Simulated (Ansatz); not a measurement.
Input file for C₂H₅ClOSSi, SMILES `CS[C@H]1O[Si@@H]1Cl`:

```yaml
crystal:
  periodic: [false, false, false]
  atoms:
    - {symbol: C, position_ang: [1.250084, -1.781084, -0.252819]}
    - {symbol: S, position_ang: [-0.385854, -1.150575, -0.670642]}
    - {symbol: C, position_ang: [-0.467524, 0.245265, 0.386425]}
    - {symbol: O, position_ang: [0.356949, 1.444210, -0.011408]}
    - {symbol: Si, position_ang: [-1.241282, 1.792612, -0.118918]}
    - {symbol: Cl, position_ang: [-2.023629, 3.087472, 1.231156]}
    - {symbol: H, position_ang: [1.413717, -2.670144, -0.862645]}
    - {symbol: H, position_ang: [1.300783, -2.058137, 0.801116]}
    - {symbol: H, position_ang: [2.014379, -1.040521, -0.485694]}
    - {symbol: H, position_ang: [-0.316115, 0.027360, 1.442598]}
    - {symbol: H, position_ang: [-1.836208, 2.046446, -1.438570]}
basis:
  gaussian: {orbitals: def2-TZVPP}
correlation: {method: ccsd_t}
```

```sh
$ ansatz run in.yaml --threads 4 --pin off --events-out ev --progress --plain --max-ram 10444MiB
```

Log, shortened:

```
Functional definition: HF
1709 factors; integrals over basis functions are off by at most 1.0e-3 eV
mean field evaluation 1: about -35359.2615 eV, gradient 4.1e1 eV
mean field evaluation 2: about -35359.7159 eV, gradient 4.2e1 eV
mean field evaluation 4: about -35363.8683 eV, gradient 5.1e0 eV
mean field evaluation 8: about -35363.9795 eV, gradient 4.5e-1 eV
mean field evaluation 16: about -35363.9807 eV, gradient 1.7e-6 eV
mean field -35363.98067304 eV, -1299.6023191671 hartree, gradient 1.7e-6 eV, S^2 0.000000; 0 other end points of the search recorded, 0 dependent functions left out
18 core orbitals not correlated: weight in the atoms' cores, before any rotation towards them, 1.000 or more for the frozen orbitals, at most 0.000 for the correlated occupied ones
reference -35363.98067304 eV, -1299.6023191671 hartree; 18, 18 occupied and 253, 253 virtual orbitals, 1709 factors
second order -28.67935411 eV of doubles, -0.00000000 eV of singles
cycle   1  -29.20006282 eV  change   -5.2e-1 eV  update   1.2e-1
cycle   2  -29.93409014 eV  change   -7.3e-1 eV  update   3.8e-2
cycle   3  -30.11180210 eV  change   -1.8e-1 eV  update   2.0e-2
cycle   4  -30.09858436 eV  change    1.3e-2 eV  update   5.0e-3
cycle   5  -30.09611435 eV  change    2.5e-3 eV  update   2.6e-3
cycle   6  -30.09700700 eV  change   -8.9e-4 eV  update   8.6e-4
cycle   7  -30.09659196 eV  change    4.2e-4 eV  update   3.6e-4
cycle   8  -30.09654333 eV  change    4.9e-5 eV  update   1.0e-4
cycle   9  -30.09659080 eV  change   -4.7e-5 eV  update   3.8e-5
cycle  10  -30.09657609 eV  change    1.5e-5 eV  update   1.4e-5
perturbative correction -1.37161089 eV, -0.0504057705 hartree
Total energy: -35395.44886002 eV, -1300.7587537088 hartree
```

Run time 5.9 min (4 threads of an Arm Neoverse V1 on a shared host); peak host memory 8.6 GiB.

The correlation energy is -31.468 eV, 4.4 % of it from (T); the T1 diagnostic reads 0.0130.
